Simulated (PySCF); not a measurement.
OSe, SMILES O=[Se] (connectivity only; charge and spin as stated), neutral, multiplicity 3. Atoms are numbered in the order given.

```xyz
2

O      0.0000     0.0000    -1.3218
Se     0.0000     0.0000     0.3110
```
Charge 0, spin multiplicity 3.

Geometry: PBE0-D3(BJ)/def2-TZVP.

All values below come from PBE/def2-TZVPD run with PySCF.

Gas-phase values at a fixed geometry.

```json
{
 "total_energy": "-2476.33035 hartree",
 "point_group": "C∞v",
 "α spin, highest occupied and lowest empty level": "-6.05 and -1.64 eV",
 "β spin, highest occupied and lowest empty level": "-8.91 and -4.52 eV",
 "dipole_moment": "0.399 e·Å",
 "mean_static_polarisability": "30.5 bohr³ (4.52 Å³)",
 "polarisability_principal_values": "26.7, 26.7, 38.1 bohr³",
 "⟨S²⟩": "2.004 (pure state 2.00)"
}
```
